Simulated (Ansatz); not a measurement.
Geometry optimisation, RKS B3LYP/def2-SVP (Ansatz 0.2.0).

input.yaml

```yaml
crystal:
  periodic: [false, false, false]
  atoms:
    - { symbol: W, position_ang: [0.080233, 0.05571, -0.086505] }
    - { symbol: H, position_ang: [0.625649, -0.100838, 1.536429] }
    - { symbol: O, position_ang: [2.022608, 0.167385, -0.159425] }
    - { symbol: H, position_ang: [2.504464, 0.236115, 0.673179] }
    - { symbol: O, position_ang: [-0.091214, 1.917535, 0.197484] }
    - { symbol: H, position_ang: [-0.898246, 2.257326, 0.61232] }
    - { symbol: O, position_ang: [-1.791351, 0.210982, 0.47913] }
    - { symbol: H, position_ang: [-2.305221, -0.60079, 0.585784] }
    - { symbol: O, position_ang: [-0.23644, -1.814525, 0.10535] }
    - { symbol: H, position_ang: [-0.526856, -2.29985, 0.888046] }
    - { symbol: O, position_ang: [0.376891, -0.089096, -1.956576] }
    - { symbol: H, position_ang: [1.254682, -0.225755, -2.347615] }
basis:
  gaussian: { orbitals: def2-SVP }
hamiltonian:
  xc: b3lyp
relax:
  f_tol: 0.03
  max_steps: 50
```

Run as:

```bash
$ ansatz run input.yaml --threads 4 --pin off --max-ram 5120MiB --backend cpu --events-out ev --progress --plain --runs-dir out
```

**Question.** Where does it end, and by what steps?

**Answer.** It converged. The force dipped under the threshold on the way, but the program's further checks kept it going. After 31 steps the energy has fallen by 0.052 eV; H12 moved furthest, 1.18 Å.

```csv
step,energy less start (eV),largest force component (eV/Å),accepted
0,0.0000,0.253,yes
2,-0.0031,0.053,yes
4,-0.0039,0.020,yes
6,-0.0049,0.047,yes
8,-0.0055,0.059,yes
10,-0.0059,0.049,yes
12,-0.0062,0.016,yes
14,-0.0065,0.099,yes
16,-0.0066,0.185,yes
18,-0.0085,0.179,yes
20,-0.0127,0.136,yes
22,-0.0289,0.166,yes
24,-0.0361,0.186,yes
26,-0.0328,0.860,no
28,-0.0506,0.123,yes
30,-0.0521,0.072,yes
31,-0.0523,0.028,yes
```

```xyz
12
Properties=species:S:1:pos:R:3
W 0.209 0.154 -0.047
H 0.387 -0.457 1.553
O 2.076 0.388 0.150
H 2.585 0.728 0.897
O 0.054 1.996 0.447
H -0.827 2.310 0.705
O -1.687 0.326 0.327
H -2.192 -0.495 0.240
O -0.123 -1.787 -0.180
H -0.173 -2.278 0.650
O 0.316 -0.139 -1.920
H 0.390 -1.032 -2.294
```

Whether the end is a true minimum wasn't checked by a vibrational analysis.

Time of the run: 3.8 min on 4 threads of Intel(R) Xeon(R) Platinum 8259CL CPU @ 2.50GHz (Skylake/Cascade Lake) (shared host), peak memory 0.42 GiB.
